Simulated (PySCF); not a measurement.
Method: PBE-D3(BJ)/def2-TZVP // M06-2X/def2-TZVP run with PySCF 2.14.0. All species are isolated molecules in the gas phase. One relaxed conformer stands for a flexible species; it need not be the lowest. Delta-SCF ions had no search for a lower state. Excitations are Tamm–Dancoff values on a coarser integration grid. The basis has no diffuse functions, so Rydberg states are missing or too high.

Reference species (SMILES): `C#CCO` (neutral, multiplicity 1).

| Property | Value |
|---|---|
| S1 oscillator strength | 0.006 |
| S1 excitation (TDA) | 5.99 eV |
| vertical ionisation energy (Delta-SCF) | 9.86 eV |

Changed species: `O=C1CC1`.

Give the shifts of the S1 oscillator strength, S1 excitation (TDA) and vertical ionisation energy (Delta-SCF).

the S1 oscillator strength is nearly the same; the S1 excitation (TDA) drops by 2.30 eV, to 3.69 eV; the vertical ionisation energy (Delta-SCF) falls by 0.63 eV, to 9.23 eV.
